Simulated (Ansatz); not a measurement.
This geometry of a periodic cell of 18 atoms, Cu16NO (surface Cu(100), adsorbate NO) is a first-order saddle point. Atoms 1 to 4 are held.

Computed with DFT PBEsol, scalar-relativistic, plane waves, PAW (Ansatz). Settings: cutoff 420 eV, k mesh 3x3x1, gaussian smearing 0.1 eV, no spin polarisation.

```xyz
18
Lattice="5.1053 0.0000 0.0000 0.0000 5.1053 0.0000 0.0000 0.0000 17.4150" Properties=species:S:1:pos:R:3
Cu 1.276 1.276 1.000
Cu 3.829 1.276 1.000
Cu 1.276 3.829 1.000
Cu 3.829 3.829 1.000
Cu 0.014 -0.008 2.695
Cu 2.539 -0.008 2.695
Cu 0.000 2.561 2.694
Cu 2.553 2.561 2.694
Cu 1.276 1.273 4.474
Cu 3.829 1.274 4.408
Cu 1.276 3.821 4.495
Cu 3.829 3.845 4.472
Cu 0.041 0.075 6.255
Cu 2.509 0.072 6.254
Cu 0.056 2.512 6.235
Cu 2.499 2.508 6.236
N 3.829 3.913 6.705
O 3.831 2.291 7.572
```

(1) Which two structures does it join? (They come from a converged band through this point; their orientation in space is the band's.)

(2) How far does it lie above each of them?

Results:

(1) Contacts lost: N17–O18. Contacts made: Cu12–N17, Cu13–O18, Cu14–O18, Cu15–O18, Cu16–O18. The atom that moves furthest is O18, by 2.84 Å; four of its nearest neighbours are N17 1.23, Cu14 2.89, Cu16 2.89, Cu13 2.89 Å at the first end and Cu14 2.00, Cu16 2.00, Cu13 2.00, Cu15 2.00 Å at the last.

First end point:

```xyz
18
Lattice="5.1053 0.0000 0.0000 0.0000 5.1053 0.0000 0.0000 0.0000 17.4150" Properties=species:S:1:pos:R:3
Cu 1.276 1.276 1.000
Cu 3.829 1.276 1.000
Cu 1.276 3.829 1.000
Cu 3.829 3.829 1.000
Cu 0.014 0.015 2.697
Cu 2.538 0.015 2.697
Cu 0.014 2.539 2.697
Cu 2.538 2.538 2.697
Cu 1.275 1.277 4.529
Cu 3.828 1.277 4.485
Cu 1.275 3.830 4.485
Cu 3.828 3.830 4.352
Cu -0.009 -0.007 6.217
Cu 2.559 -0.007 6.217
Cu -0.009 2.561 6.217
Cu 2.559 2.561 6.217
N 3.827 3.831 7.252
O 3.827 3.830 8.480
```

Last end point:

```xyz
18
Lattice="5.1053 0.0000 0.0000 0.0000 5.1053 0.0000 0.0000 0.0000 17.4150" Properties=species:S:1:pos:R:3
Cu 1.276 1.276 1.000
Cu 3.829 1.276 1.000
Cu 1.276 3.829 1.000
Cu 3.829 3.829 1.000
Cu 0.013 -0.012 2.699
Cu 2.540 -0.012 2.699
Cu 0.013 2.565 2.699
Cu 2.540 2.565 2.699
Cu 1.276 1.277 4.488
Cu 3.829 1.277 4.387
Cu 1.276 3.829 4.567
Cu 3.828 3.829 4.451
Cu 0.035 0.070 6.331
Cu 2.517 0.070 6.331
Cu 0.035 2.484 6.331
Cu 2.517 2.484 6.331
N 3.828 3.829 6.402
O 3.828 1.277 7.234
```

(2) 1.15 eV above the first and 1.35 eV above the second. This is the barrier of this one path; another mechanism may lie lower. Limits of this set-up: coarse k mesh, thin slab, slab without dipole correction, odd electron count without spin, a typed lattice constant that wasn't relaxed here.

Run time: 7.8 min on 4 threads of AMD EPYC 9R45 96-Core Processor (Zen 5) (shared host), peak memory 4 GiB.
